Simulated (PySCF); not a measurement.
# Cl+ (chlorine, charge +1) across methods

[Ne] 3s2 3p4, high-spin 3P determinant. All numbers are calculated (PySCF 2.14, scalar relativity by spin-free X2C-1e, in aug-cc-pCVQZ-DK (10s9p7d5f3g, 134 functions)).

```
   method  E (hartree)  mean ε 3s β (eV)  mean ε 3p α (eV)  mean ε 3p β (eV)  Σ⟨r²⟩ (bohr²)   ⟨S²⟩
     BP86    -461.1510           -30.696           -20.336           -18.491          20.47  2.003
   M06-2X    -461.1018           -33.948           -23.396           -21.322          20.53  2.004
   r2SCAN    -461.0712           -30.704           -20.878           -18.704          20.44  2.007
      UHF   -460.46720           -36.794           -26.344           -23.645          20.59  2.011
CAM-B3LYP    -461.1237           -34.162           -23.408           -21.438          20.57  2.004
      LDA    -459.5871           -30.750           -20.307           -18.333          20.57  2.002
     PBE0    -460.9551           -32.440           -22.028           -19.938          20.46  2.005
```

Estimate the same row for PBE.

E (hartree) = -460.9206; mean ε 3s β (eV) = -30.534; mean ε 3p α (eV) = -20.298; mean ε 3p β (eV) = -18.356; Σ⟨r²⟩ (bohr²) = 20.52; ⟨S²⟩ = 2.004.
